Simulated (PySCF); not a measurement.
**Nuclear quadrupole coupling in `CN(C)[Si@H](F)N[SiH2]CF`**

Species: C3H12F2N2Si2.
Structure used (GFN2-xTB), in Å, numbered top down from 1:
```xyz
21
C3H12F2N2Si2 angstrom
C     -3.1031   -0.8940    0.2241
N     -1.8424   -0.1920    0.2886
C     -1.9895    1.1490    0.8054
Si    -0.5449   -0.6273   -0.7345
F     -0.5855   -2.2386   -0.8128
N      0.9098   -0.0751    0.0074
Si     2.4926   -0.2514   -0.6431
C      3.6390    0.6929    0.5668
F      3.4054    0.2929    1.8704
H     -2.9383   -1.9089   -0.1232
H     -3.5535   -0.9285    1.2191
H     -3.8065   -0.3983   -0.4548
H     -2.3915    1.1092    1.8215
H     -1.0243    1.6459    0.8239
H     -2.6757    1.7412    0.1896
H     -0.5335   -0.2243   -2.1331
H      0.8626    0.0627    1.0058
H      2.5495    0.4292   -1.9378
H      2.9465   -1.6402   -0.7500
H      4.6947    0.4994    0.3712
H      3.4798    1.7732    0.5496
```

Field gradients from the PBE0/pcSseg-1 density (PySCF, non-relativistic), principal values in atomic units, ordered |Vxx| ≤ |Vyy| ≤ |Vzz|:

```tsv
atom	Vxx	Vyy	Vzz
N2	0.3489	0.7396	-1.0885
N6	0.1650	0.5254	-0.6905
```

**Question.** Find the asymmetry η = (Vxx − Vyy)/Vzz and the couplings χ = eQV/h (234.96 MHz × Q in barn × V in au), with Q(14N) = 0.02044 b.

**Answer.** 
| atom | environment | nucleus | η | χzz (MHz) | χxx (MHz) | χyy (MHz) |
| --- | --- | --- | --- | --- | --- | --- |
| N2 | silicon-bound nitrogen | 14N | 0.36 | -5.23 | 1.68 | 3.55 |
| N6 | nitrogen bridging silicon atoms | 14N | 0.52 | -3.316 | 0.793 | 2.524 |

**Question.** What is Vzz at N2 in SI units (1 au = 9.71736 × 10²¹ V/m²)?

**Answer.** -1.0885 au = -10.577 × 10²¹ V/m².

**Question.** And the gradient at the other heavy atoms, for which no coupling is worked out here?

**Answer.** 
| atom | environment | Vzz (au) | η |
| --- | --- | --- | --- |
| C1 | N-methyl carbon | 0.252 | 0.18 |
| C3 | N-methyl carbon | 0.243 | 0.09 |
| Si4 | fluorine-bound silicon | 0.535 | 0.81 |
| F5 | silicon-bound fluorine | 1.177 | 0.13 |
| Si7 | SiH2 silicon | 0.271 | 0.67 |
| C8 | sp3 C–F carbon | 0.581 | 0.18 |
| F9 | alkyl fluorine | 3.154 | 0.03 |

Were the hydrogens deuterons (Q(2H) = 0.00286 b), χzz would run from 106 kHz (H19) to 286 kHz (H17).

The structure is a single GFN2-xTB conformer in the gas phase; no vibrational or solvent corrections. GFN2-xTB bond lengths can be off by several hundredths of an ångström, more for odd bonds, and the gradients follow them. With a basis this small, the couplings can be 20 % off.

These values come from a run that also computed NMR shieldings. The run took 87 s of wall time on one thread of an Arm Neoverse N1, no GPU, on a shared host, and the process peaked at 1.1 GiB of memory.
